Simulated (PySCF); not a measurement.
Cl3Sb (SMILES [Cl][Sb]([Cl])[Cl]), singlet, at a GFN2-xTB geometry (all electrons, no relativity), with bond 2-1 at 1.6 times its length; B3LYP/STO-3G (PySCF).

PySCF was given this input:
```python
from pyscf import gto, scf, dft

mol = gto.M(
    atom='''
Sb    0.004843   -0.000785    0.619287
Cl   -2.819221   -1.544468   -1.342426
Cl    0.035972    2.004188   -0.617068
Cl    1.709696   -1.036248   -0.634009
''',
    basis='sto-3g',
    charge=0,
    spin=0,
    verbose=4,
)

mf = dft.RKS(mol)
mf.xc = 'b3lyp'
mf.DIIS = scf.EDIIS
mf.kernel()
```

Output, abridged:

```
PySCF version 2.14.0

[INPUT] verbose = 4
[INPUT] num. atoms = 4
[INPUT] num. electrons = 102
[INPUT] charge = 0
[INPUT] spin (= nelec alpha-beta = 2S) = 0
[INPUT] symmetry False subgroup None
[INPUT] Mole.unit = angstrom
[INPUT] Symbol           X                Y                Z      unit          X                Y                Z       unit  Magmom
[...]
nuclear repulsion = 621.621040034379
number of shells = 26
number of NR pGTOs = 162
number of NR cGTOs = 54
basis = sto-3g
ecp = {}

******** <class 'pyscf.dft.rks.RKS'> ********
method = RKS
initial guess = minao
damping factor = 0
level_shift factor = 0
DIIS = <class 'pyscf.scf.diis.EDIIS'>
diis_start_cycle = 1
diis_space = 8
diis_damp = 0
SCF conv_tol = 1e-09
SCF conv_tol_grad = None
SCF max_cycles = 50
direct_scf = True
direct_scf_tol = 1e-13
XC library pyscf.dft.libxc version 7.1.2
    S. Lehtola, C. Steigemann, M. J. T. Oliveira, and M. A. L. Marques,  SoftwareX 7, 1–5 (2018)
XC functionals = b3lyp
    P. J. Stephens, F. J. Devlin, C. F. Chabalowski, and M. J. Frisch,  J. Phys. Chem. 98, 11623 (1994)
radial grids:
    Treutler-Ahlrichs [JCP 102, 346 (1995); DOI:10.1063/1.469408] (M4) radial grids

becke partition: Becke, JCP 88, 2547 (1988); DOI:10.1063/1.454033
pruning grids: <function nwchem_prune>
grids dens level: 3
symmetrized grids: False
atomic radii adjust function: <function treutler_atomic_radii_adjust>
small_rho_cutoff = 0
Set gradient conv threshold to 3.16228e-05
Initial guess from minao.
tot grids = 78600
init E= -7600.02455127426
[...]
cycle= 1 E= -7618.92950874495  delta_E= -18.9  |g|= 0.24  |ddm|= 2.76
[...]
cycle= 2 E= -7611.24192698849  delta_E= 7.69  |g|= 1.08  |ddm|= 7.39
[...]
cycle= 3 E= -7618.77993154969  delta_E= -7.54  |g|= 0.293  |ddm|= 7.59
[...]
cycle= 4 E= -7618.83112765274  delta_E= -0.0512  |g|= 0.158  |ddm|= 0.618
[...]
cycle= 5 E= -7618.8311276524  delta_E= 3.44e-10  |g|= 0.158  |ddm|= 6.46e-09
[...]
cycle= 6 E= -7618.83112766236  delta_E= -9.96e-09  |g|= 0.158  |ddm|= 1.83e-07
[...]
cycle= 7 E= -7618.83112764681  delta_E= 1.56e-08  |g|= 0.158  |ddm|= 2.86e-07
[...]
cycle= 8 E= -7618.8311276488  delta_E= -1.99e-09  |g|= 0.158  |ddm|= 3.66e-08
[...]
cycle= 9 E= -7618.83112763419  delta_E= 1.46e-08  |g|= 0.158  |ddm|= 2.68e-07
[...]
cycle= 10 E= -7618.8311276498  delta_E= -1.56e-08  |g|= 0.158  |ddm|= 2.86e-07
[...]
cycle= 11 E= -7611.08076471346  delta_E= 7.75  |g|= 0.609  |ddm|= 7.67
[...]
cycle= 12 E= -7618.79482156767  delta_E= -7.71  |g|= 0.269  |ddm|= 7.63
[...]
[...]
cycle= 22 E= -7618.82612444693  delta_E= -0.026  |g|= 0.173  |ddm|= 0.393
[...]
cycle= 23 E= -7618.8261244467  delta_E= 2.31e-10  |g|= 0.173  |ddm|= 3.63e-09
[...]
cycle= 24 E= -7618.8261244512  delta_E= -4.49e-09  |g|= 0.173  |ddm|= 6.43e-08
[...]
cycle= 25 E= -7618.82612445101  delta_E= 1.91e-10  |g|= 0.173  |ddm|= 2.62e-09
[...]
cycle= 26 E= -7618.82612444709  delta_E= 3.92e-09  |g|= 0.173  |ddm|= 5.61e-08
[...]
cycle= 27 E= -7618.82612444815  delta_E= -1.06e-09  |g|= 0.173  |ddm|= 1.53e-08
[...]
cycle= 28 E= -7618.82612444683  delta_E= 1.32e-09  |g|= 0.173  |ddm|= 1.89e-08
[...]
cycle= 29 E= -7611.08000680818  delta_E= 7.75  |g|= 0.606  |ddm|= 7.67
[...]
cycle= 30 E= -7618.80363351557  delta_E= -7.72  |g|= 0.248  |ddm|= 7.64
[...]
cycle= 31 E= -7618.82499874297  delta_E= -0.0214  |g|= 0.178  |ddm|= 0.324
[...]
cycle= 32 E= -7618.82499874319  delta_E= -2.26e-10  |g|= 0.178  |ddm|= 2.72e-09
[...]
cycle= 33 E= -7618.82499874295  delta_E= 2.42e-10  |g|= 0.178  |ddm|= 3.25e-09
[...]
cycle= 34 E= -7618.82499874403  delta_E= -1.08e-09  |g|= 0.178  |ddm|= 1.45e-08
[...]
cycle= 35 E= -7618.82499876727  delta_E= -2.32e-08  |g|= 0.178  |ddm|= 3.11e-07
[...]
cycle= 36 E= -7618.82499874297  delta_E= 2.43e-08  |g|= 0.178  |ddm|= 3.25e-07
[...]
cycle= 37 E= -7618.82499874271  delta_E= 2.62e-10  |g|= 0.178  |ddm|= 3.66e-09
[...]
cycle= 38 E= -7611.07999223652  delta_E= 7.75  |g|= 0.606  |ddm|= 7.67
[...]
cycle= 39 E= -7618.80630405235  delta_E= -7.73  |g|= 0.241  |ddm|= 7.64
[...]
cycle= 40 E= -7618.82393828511  delta_E= -0.0176  |g|= 0.182  |ddm|= 0.268
[...]
cycle= 41 E= -7618.82393827608  delta_E= 9.04e-09  |g|= 0.182  |ddm|= 1.15e-07
[...]
cycle= 42 E= -7618.82393828479  delta_E= -8.71e-09  |g|= 0.182  |ddm|= 1.11e-07
[...]
cycle= 43 E= -7618.82393828518  delta_E= -3.91e-10  |g|= 0.182  |ddm|= 4.89e-09
[...]
cycle= 44 E= -7618.8239382851  delta_E= 8.19e-11  |g|= 0.182  |ddm|= 1.34e-09
[...]
cycle= 45 E= -7618.82393828508  delta_E= 2.36e-11  |g|= 0.182  |ddm|= 5.33e-11
[...]
cycle= 46 E= -7618.82393828437  delta_E= 7.02e-10  |g|= 0.182  |ddm|= 8.75e-09
[...]
cycle= 47 E= -7611.0797982247  delta_E= 7.74  |g|= 0.606  |ddm|= 7.67
[...]
cycle= 48 E= -7618.80839919529  delta_E= -7.73  |g|= 0.235  |ddm|= 7.65
[...]
cycle= 49 E= -7618.82296279043  delta_E= -0.0146  |g|= 0.186  |ddm|= 0.222
[...]
cycle= 50 E= -7618.8229627867  delta_E= 3.73e-09  |g|= 0.186  |ddm|= 4.63e-08
SCF not converged.
SCF energy = -7618.8229627867
```

Convergence was not reached.
